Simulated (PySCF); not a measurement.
## Worked example: oscillator strength and radiative lifetime

Ge(H)2(PH2)2 (GeH₆P₂), SMILES [PH2][GeH2][PH2].

Coordinates come from a PBE-D3(BJ)/def2-SVP optimisation. The structure was generated by enumeration, and PubChem lists no compound with its InChIKey, so it may never have been made. The values are those of a single conformer.

PySCF 2.14.0 with TDDFT-PBE/def2-SVPD puts the first singlet state with f over 0.02 at 5.09 eV (vertical), with the transition dipole (0.942, -0.001, 0.000) in atomic units.

### Question
Find the oscillator strength, the wavelength and the radiative lifetime that this transition would have in vacuum if emission retraced absorption.

### Answer

|μ|² = 0.8874 au, so |μ| = 2.39 D. ΔE = 5.09/27.211 = 0.1871 hartree. f = (2/3) ΔE |μ|² = 0.111 (the program prints 0.111).
λ = 1239.84/5.09 = 244 nm; ν = 41054 cm⁻¹.
Einstein's coefficient A = 0.6670 ν² f s⁻¹ (ν in cm⁻¹) = 1.2e8 s⁻¹, so τ = 1/A = 8.0 ns. This state is S1. The figure is the radiative limit of this one transition; relaxation, internal conversion, crossing to triplets and a medium change what is measured.
